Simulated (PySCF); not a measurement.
SeCl₃, SMILES Cl[Se+](Cl)Cl, charge +1.

Geometry optimised at PBE0-D3(BJ)/def2-SVP. The spin state was assumed, not searched. The isomer is the one that the SMILES or the coordinates give; other isomers of the formula were not compared.

Method: PBE0-D3(BJ)/def2-SVP in PySCF.

Frequencies are harmonic and unscaled.

Modes within 1.5 cm⁻¹ of each other (mostly degenerate sets) share a row, with their intensities summed.

Question: List the normal modes with their intensities. (An estimate is asked for; the answer gives what the named calculation found.)

Answer: 
```tsv
mode	ν (cm⁻¹)	IR (km/mol)	moving atoms (share of kinetic energy)
1–2	157	1.7	Cl 88 %, Se 12 %
3	202	2.4	Cl 66 %, Se 34 %
4–5	435	113.3	Cl 64 %, Se 36 %
6	443	6.3	Cl 76 %, Se 24 %
```
